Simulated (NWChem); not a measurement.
System: C2H8OSi; SMILES C(OC)[SiH3]

```xyz
12

C      0.6525     1.8632     0.1386
O     -0.4470     1.1932    -0.4307
C     -0.8445     0.0379     0.2908
Si     0.2230    -1.5231    -0.0638
H      0.8644     2.7490    -0.4915
H      0.4366     2.2111     1.1797
H      1.5735     1.2323     0.1786
H     -0.8869     0.2337     1.3926
H     -1.8852    -0.1964    -0.0224
H      1.6664    -1.3173     0.3081
H      0.1534    -1.8651    -1.5259
H     -0.3152    -2.6759     0.7435
```
Atoms are numbered in this order, from 1.

All runs: NWChem. Structure relaxed at the PBE-D3(BJ)/def2-SVP level.

Task: Among these, which level gives the highest value of “highest occupied level (eV)”?
A. B3LYP/cc-pVTZ
B. B3LYP/cc-pVDZ
C. B3LYP/aug-cc-pVDZ

Result: B, B3LYP/cc-pVDZ. Values: B3LYP/aug-cc-pVDZ -6.93; B3LYP/cc-pVTZ -6.88; B3LYP/cc-pVDZ -6.68
